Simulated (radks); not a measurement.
Problem. These are the eigenvalues of the occupied orbitals of an atom or ion with whole-number occupations (eV). All-electron calculation, Dirac Kohn-Sham, PBE, spin-unpolarised, spherical densities, finite nucleus; Fermi nuclear charge, rms radius of each element as measured or else 0.836 A^(1/3) + 0.57 fm. Program: a radial shooting solver on a logarithmic mesh with Libxc functionals.

| orbital | eigenvalue |
|---|---|
| 1s1/2 | -1280.140 |
| 2s1/2 | -99.9630 |
| 2p1/2 | -66.8940 |
| 2p3/2 | -66.6030 |

Which element is it, and in what charge state? The configuration may be excited. Open shells, if any, are shared by 2j + 1.

Solution. Z = 12, magnesium, charge +2: Mg2+ in [Ne]. The list shows which subshells hold electrons but not how many an open one holds; the 1s level, -47.044 hartree, gives Z - s = 9.7 by -(Z - s)^2/2, which with screening and relativity narrows Z to a few neighbours, and the depths of the outer levels then fix element, charge and occupations together.
